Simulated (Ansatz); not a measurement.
Consider the isomerisation: `CB1C[SiH2]1` → `BC1C[SiH2]1`.

Computed with Ansatz on PBE0-D4/def2-TZVP structures; ΔE is electronic, products minus reactants. CCSD(T)/CBS is the MP2 limit (def2-TZVPP, def2-QZVPP) plus CCSD(T) − MP2 in def2-TZVPP, frozen cores. DFT in def2-TZVPP. B3LYP here is the variant with VWN-RPA as its local correlation; programs differ in this. HSE06 is defined as in plane-wave codes.

| level | ΔE (kJ/mol) | difference from CCSD(T)/CBS |
| --- | --- | --- |
| revPBE-D4 | -20.5 | 6.6 |
| r2SCAN-D4 | -21.2 | 5.9 |
| HSE06-D4 | -21.5 | 5.6 |
| ωB97X-V | -26.5 | 0.6 |
| B3LYP | -17.8 | 9.3 |
| CAM-B3LYP | -22.1 | 5.0 |
| CCSD(T)/def2-SVP | -21.8 | 5.3 |
| CCSD(T)/def2-TZVPP | -27.3 | -0.2 |
| HF/def2-QZVPP | -26.9 | 0.2 |
| HF/CBS(def2) | -27.0 | 0.1 |
| CCSD(T)/CBS | -27.1 | 0 |

Largest T1 diagnostic among the species: 0.013.

The D4 term adds −3.3 kJ/mol with B3LYP and −1.5 kJ/mol with PBE0; it sums over pairs of atoms, weighted by their polarisabilities, and B3LYP, whose exchange is more repulsive, gets the larger term. From PBE to PBE0 (25 % exact exchange), in def2-TZVPP and without D4, ΔE moves by −4.8 kJ/mol.
